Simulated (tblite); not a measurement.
A geometry optimisation, step by step.

C₆H₁₈N₃P.
Numbering: `[CH3:1][N:2]([CH3:3])[P:4]([N:5]([CH3:6])[CH3:7])[N:8]([CH3:9])[CH3:10]` (hydrogens: H11, H12, H13 on C1; H14, H15, H16 on C3; H17, H18, H19 on C6; H20, H21, H22 on C7; H23, H24, H25 on C9; H26, H27, H28 on C10)

Computed with GFN2-xTB (tblite), gas phase: L-BFGS steps from a force-field or distance-geometry start until the largest atomic force falls under 0.01 eV/Å. 4 of its 133 geometries are shown.

Step 0: E = -906.6447 eV, largest atomic force 4.634 eV/Å
```
atom  x, y, z in Å  |  force x, y, z in eV/Å
C1     -1.419    2.409    0.684   -0.321   0.015   0.427
N2     -0.422    1.686   -0.092    0.165   0.165  -1.094
C3     -0.771    1.679   -1.494   -0.540   0.744  -0.591
P4      0.089    0.234    0.613   -0.249   0.861   4.546
N5      1.532   -0.267   -0.127    1.376   0.040  -1.939
C6      2.188   -1.410    0.504   -0.161   0.002   0.246
C7      2.538    0.795   -0.318   -0.139   0.102   0.099
N8     -1.112   -0.909    0.307   -0.484  -1.279  -1.185
C9     -1.039   -1.716   -0.916   -0.420   0.121  -0.183
C10    -1.501   -1.757    1.440    0.136   0.339   0.155
H11    -1.578    3.415    0.271    0.197  -0.284  -0.129
H12    -2.403    1.897    0.687    0.290   0.114  -0.017
H13    -1.121    2.559    1.736    0.141  -0.371  -0.490
H14    -1.729    1.173   -1.688    0.029   0.028   0.036
H15    -0.879    2.720   -1.863    0.032  -0.294   0.190
H16    -0.012    1.217   -2.109    0.333  -0.276   0.084
H17     1.531   -2.274    0.596   -0.253   0.153  -0.006
H18     2.563   -1.172    1.511   -0.040   0.023  -0.045
H19     3.044   -1.745   -0.090   -0.109   0.239  -0.126
H20     3.411    0.409   -0.856   -0.192  -0.194   0.113
H21     2.890    1.203    0.646   -0.086  -0.102  -0.212
H22     2.158    1.626   -0.918   -0.269  -0.177   0.211
H23    -0.278   -2.492   -0.846    0.077  -0.158  -0.043
H24    -0.840   -1.113   -1.805    0.222   0.165   0.298
H25    -2.007   -2.193   -1.108    0.011  -0.052   0.188
H26    -0.720   -2.475    1.706    0.012  -0.079   0.028
H27    -2.407   -2.318    1.212   -0.015   0.066  -0.255
H28    -1.728   -1.155    2.329    0.258   0.091  -0.306
```

Step 44: E = -907.4256 eV, largest atomic force 0.063 eV/Å
```
atom  x, y, z in Å  |  force x, y, z in eV/Å
C1     -1.423    2.484    0.601   -0.012   0.001   0.013
N2     -0.504    1.569   -0.040    0.003  -0.001   0.030
C3     -0.670    1.519   -1.473   -0.003  -0.010  -0.006
P4      0.019    0.248    0.909    0.007  -0.046  -0.004
N5      1.427   -0.113   -0.044    0.011   0.001  -0.009
C6      2.129   -1.307    0.384    0.008  -0.008   0.001
C7      2.364    0.963   -0.293    0.022   0.029  -0.001
N8     -0.926   -1.101    0.444    0.000  -0.007   0.015
C9     -0.868   -1.775   -0.832    0.002   0.005   0.014
C10    -1.552   -1.889    1.481    0.002   0.005  -0.009
H11    -1.263    3.499    0.223    0.019  -0.023  -0.007
H12    -2.472    2.216    0.424   -0.007   0.009   0.008
H13    -1.238    2.479    1.675   -0.014  -0.027  -0.003
H14    -1.666    1.166   -1.760   -0.051  -0.015  -0.027
H15    -0.527    2.519   -1.893   -0.010   0.055   0.005
H16     0.078    0.859   -1.900    0.029  -0.033  -0.033
H17     1.417   -2.066    0.701   -0.008  -0.007  -0.007
H18     2.818   -1.114    1.216    0.013   0.004   0.000
H19     2.710   -1.697   -0.456    0.004  -0.020   0.009
H20     2.966    0.701   -1.167    0.022   0.020  -0.031
H21     3.046    1.135    0.547    0.013  -0.018   0.037
H22     1.825    1.883   -0.495   -0.026   0.031   0.007
H23    -0.464   -2.791   -0.728   -0.025   0.006  -0.007
H24    -0.225   -1.219   -1.508    0.005  -0.016  -0.006
H25    -1.868   -1.851   -1.272   -0.006   0.005   0.019
H26    -1.091   -2.883    1.561   -0.027   0.041   0.040
H27    -2.620   -2.030    1.274    0.044   0.017  -0.009
H28    -1.446   -1.374    2.436   -0.014   0.001  -0.038
```

Step 88: E = -907.4472 eV, largest atomic force 0.020 eV/Å
```
atom  x, y, z in Å  |  force x, y, z in eV/Å
C1     -1.441    2.416    0.597   -0.003   0.004   0.007
N2     -0.542    1.484   -0.038   -0.009   0.003  -0.006
C3     -0.658    1.461   -1.476   -0.003   0.007  -0.008
P4      0.070    0.208    0.918   -0.012   0.016  -0.002
N5      1.467   -0.087   -0.069   -0.007   0.000   0.009
C6      2.212   -1.287    0.258   -0.003  -0.003   0.000
C7      2.361    1.041   -0.246    0.003  -0.007   0.004
N8     -0.773   -1.216    0.518    0.007  -0.008   0.009
C9     -0.850   -1.840   -0.779   -0.001  -0.005   0.010
C10    -1.633   -1.809    1.513    0.009   0.003  -0.007
H11    -1.181    3.442    0.315   -0.017   0.005   0.000
H12    -2.487    2.240    0.315    0.001  -0.003   0.005
H13    -1.353    2.316    1.678    0.010   0.001   0.006
H14    -1.655    1.137   -1.800   -0.005  -0.003  -0.008
H15    -0.480    2.464   -1.877    0.002   0.015  -0.001
H16     0.087    0.785   -1.888   -0.005  -0.005  -0.006
H17     1.526   -2.079    0.546   -0.001  -0.007   0.001
H18     2.925   -1.128    1.077    0.003   0.000   0.000
H19     2.774   -1.608   -0.624    0.010  -0.004   0.002
H20     2.921    0.910   -1.176    0.009  -0.004  -0.005
H21     3.083    1.134    0.575    0.013   0.005   0.011
H22     1.786    1.962   -0.307   -0.006  -0.003  -0.004
H23    -0.659   -2.916   -0.695    0.007  -0.008  -0.010
H24    -0.103   -1.403   -1.435   -0.004  -0.010  -0.004
H25    -1.843   -1.708   -1.229    0.001   0.005   0.004
H26    -1.339   -2.846    1.716   -0.014  -0.004  -0.004
H27    -2.681   -1.810    1.190    0.002   0.011  -0.001
H28    -1.555   -1.237    2.437    0.013   0.001  -0.001
```

Step 132: E = -907.4530 eV, largest atomic force 0.009 eV/Å
```
atom  x, y, z in Å  |  force x, y, z in eV/Å
C1     -1.464    2.365    0.605   -0.002   0.000   0.001
N2     -0.563    1.442   -0.043    0.000   0.002  -0.004
C3     -0.668    1.440   -1.481    0.002  -0.002  -0.005
P4      0.098    0.194    0.916   -0.003  -0.003  -0.003
N5      1.490   -0.085   -0.079    0.001  -0.005  -0.005
C6      2.254   -1.277    0.237    0.004  -0.001   0.003
C7      2.369    1.060   -0.236    0.002  -0.002   0.000
N8     -0.690   -1.278    0.551   -0.004   0.002   0.002
C9     -0.841   -1.853   -0.764    0.004  -0.002   0.002
C10    -1.657   -1.756    1.509   -0.001  -0.005   0.007
H11    -1.235    3.393    0.304   -0.004   0.004   0.001
H12    -2.513    2.163    0.354   -0.006   0.004   0.002
H13    -1.342    2.278    1.684   -0.004   0.003   0.006
H14    -1.673    1.151   -1.817    0.002   0.002   0.004
H15    -0.456    2.441   -1.871   -0.006   0.000  -0.001
H16     0.057    0.744   -1.895    0.006  -0.001   0.000
H17     1.578   -2.083    0.511    0.003   0.000  -0.004
H18     2.961   -1.117    1.061    0.002   0.004   0.001
H19     2.826   -1.576   -0.646   -0.001  -0.001   0.003
H20     2.954    0.935   -1.152    0.002   0.001  -0.002
H21     3.069    1.171    0.601    0.003  -0.006   0.001
H22     1.776    1.968   -0.316    0.001   0.000  -0.007
H23    -0.736   -2.942   -0.706   -0.003  -0.003   0.000
H24    -0.068   -1.464   -1.420   -0.002   0.003   0.001
H25    -1.825   -1.631   -1.196    0.005   0.008  -0.001
H26    -1.541   -2.835    1.660   -0.001  -0.006  -0.003
H27    -2.690   -1.569    1.186    0.005   0.001  -0.001
H28    -1.493   -1.250    2.459   -0.008   0.001   0.003
```

Q: Summarise the path.

A: The energy falls by 0.8082 eV from step 0 to step 132; nine tenths of that is first reached at step 29. It falls at every step. The largest force goes from 4.634 to 0.009 eV/Å. Among the bonds P4–N5 changes most, from 1.696 to 1.734 Å; the atoms move by 0.506 Å rms after alignment.

What follows is the cost of the whole relaxation. On one thread of an Arm Neoverse V1, shared host, this took 1.5 s.
